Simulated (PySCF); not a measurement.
Compound: C7H13PSi.
Bonds: C1–C2, C2–C3, C3–C4 (double), C4–C5, C5–Si6, C5–C7 (double), C7–P8, P8–C9, C3–P8. Hydrogens: H10, H11, H12 on C1; H13, H14 on C2; H15 on C4; H16, H17, H18 on Si6; H19 on C7; H20, H21, H22 on C9.

NICS = −σ at a ghost point: NICS(0) at the centroid of the ring atoms, NICS(1) 1 Å to either side along the normal of their mean plane, zz for the tensor component along that normal. Level: GIAO PBE0/pcSseg-1 (PySCF, non-relativistic, gas phase) on the GFN2-xTB geometry, one conformer.

Ring bond lengths (Å), with Mayer bond orders in brackets: C3–C4 1.345 (1.73), C4–C5 1.449 (1.11), C5–C7 1.351 (1.71), C7–P8 1.805 (0.99), P8–C3 1.822 (0.96).

Task: What do the NICS probes read (ppm)?

Result: 
```json
{"ring": "C3–C4–C5–C7–P8", "type": "5-membered ring with P; bonds drawn aromatic by RDKit's count", "NICS(0)": "-2.9", "NICS(1), two faces": "-5.6 / -5.6", "NICS(1)zz, two faces": "-11.0 / -8.7", "rms pucker (Å)": "0.04", "centre to ring atoms, mean (Å)": "1.31"}
```

Task: What do they say, and how far can they be read as aromaticity?

Result: 
- C3–C4–C5–C7–P8: mean NICS(1)zz -9.9 ppm, shielded. A hydrogen on C9, outside the ring, lies 1.92 Å from a NICS(1) probe.

Task: What does the geometric index give? HOMA = 1 − mean of α(R − Ropt)² over the ring bonds, with Krygowski's 1993 parameters (CC: Ropt 1.388 Å, α 257.7 Å⁻²; CP: Ropt 1.698 Å, α 118.91 Å⁻²).

Result: 
- C3–C4–C5–C7–P8: HOMA 0.00; the largest term is that of P8–C3, α(R − Ropt)² = 1.84.

Task: How shielded are the nuclei of the rings and their hydrogens (means over atoms taken as equivalent)?

Result: 
```
atoms                 environment  σ isotropic (ppm)  principal values of the symmetric part, first atom (ppm)
   C3     unsaturated ring carbon               10.9                                       -85.4, -23.9, 142.2
   C4  unsaturated ring CH carbon               45.9                                        -43.5, 59.1, 122.3
   C5     unsaturated ring carbon               37.1                                        -61.2, 19.0, 153.4
   C7  unsaturated ring CH carbon               25.7                                        -93.9, 26.1, 144.9
   P8             ring phosphorus              339.6                                       267.4, 313.6, 437.9
  H15          hydrogen on carbon              24.82                                          22.3, 23.2, 29.0
  H19          hydrogen on carbon              24.39                                          21.1, 24.4, 27.7
```

Hardware: one thread, x86-64 server (shared host). Cost: 73 s of wall time. This is the whole shielding run at PBE0/pcSseg-1, SCF included.

The values belong to the conformer `[CH3:1][CH2:2][c:3]1[cH:4][c:5]([SiH3:6])[cH:7][p:8]1[CH3:9]`: C1–C2–C3–C4 105°.
